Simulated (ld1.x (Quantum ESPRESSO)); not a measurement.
## PBEsol PAW dataset for Ti (Z = 22), scalar-relativistic all-electron reference.

- Element: titanium (Ti)
- Generator: ld1.x (Quantum ESPRESSO) 7.5
- Type: PAW
- Functional: PBEsol
- Relativity: scalar-relativistic
- Frozen core: [Ne]
- Valence charge: 12
- Reference configuration: 3s2 3p6 3d2.5 4s1.5 4p0
- Partial waves: 3s (bound): rcut 1.35, rcutus 1.70 bohr; 4s (bound): rcut 1.35, rcutus 1.70 bohr; 3p (bound): rcut 1.50, rcutus 1.70 bohr; 4p (bound, empty): rcut 1.50, rcutus 1.70 bohr; 3d (bound): rcut 1.70, rcutus 2.10 bohr; 3d channel at 4.3 Ry: rcut 1.70, rcutus 2.10 bohr
- Local potential: all-electron potential smoothed inside 1.55 bohr (lloc = -1)
- Core correction: Bessel-smoothed model core, default radius (core density twice the valence density)
- Augmentation charge: BESSEL, radius 1.20 bohr

(1) Estimate the cutoffs (Ry, on a coarse ladder) from which the occupation-weighted sum of valence levels, in a spherical-Bessel basis at the reference potential, stays within 10 and 1 mRy of its value at 400 Ry.

(2) What does a ghost test show?

(3) Is the overlap operator S = 1 + Σ q|β⟩⟨β| positive definite (Bessel basis up to 400 Ry)?

(4) Tests: 3s2 3p6 3d2 4s2 4p0; 3s2 3p6 3d2 4s1 4p0; 3s2 3p6 3d2 4s0 4p0; 3s2 3p6 3d2 4s1 4p1; 3s2 3p6 3d1 4s2 4p0; 3s1 3p6 3d2 4s2 4p0; 3s2 3p6 3d3 4s1 4p0. Which has the largest error in its energy relative to the reference configuration, and how large is it?

Results:

(1) 30 Ry and 50 Ry.

(2) No extra level below or beside the all-electron valence levels (s, p, d, f tested).

(3) Yes: its lowest eigenvalue is 0.04 (s channel).

(4) 3s2 3p6 3d1 4s2 4p0, with +11 meV (all-electron minus pseudo) on +9.41 eV.
